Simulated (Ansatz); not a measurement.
Total energies of TeCl4 from Ansatz at r2SCAN-D4/def2-TZVP, gas phase (1 Eh = 27.2114 eV = 2625.5 kJ/mol). The reference geometry is relaxed at PBE-D4/def2-SVP.

| state | geometry | energy (Eh) |
| --- | --- | --- |
| charge 0 singlet | reference | -2108.93515 |
| charge 1 doublet | reference | -2108.55845 |
| free Te atom (triplet) | – | -268.08831 |
| free Cl atom (doublet) | – | -460.11688 |

In the def2 sets Te takes a core potential; there is no spin–orbit coupling.

(1) Work out the vertical ionisation energy to the doublet.

(2) What is the binding energy per atom against free atoms?

(1) E(charge 1 doublet) − E(charge 0 singlet) = -2108.55845 − (-2108.93515) = 0.37670 Eh = 10.25 eV. For comparison, −ε of the highest occupied level is 7.68 eV at this level, 2.57 eV less.

(2) Atoms: 1 × (-268.08831) + 4 × (-460.11688) = -2108.55583 Eh. Binding: -2108.55583 − (-2108.93515) = 0.37932 Eh = 10.32 eV, or 2.06 eV for each of 5 atoms (no zero-point energy, no counterpoise term).
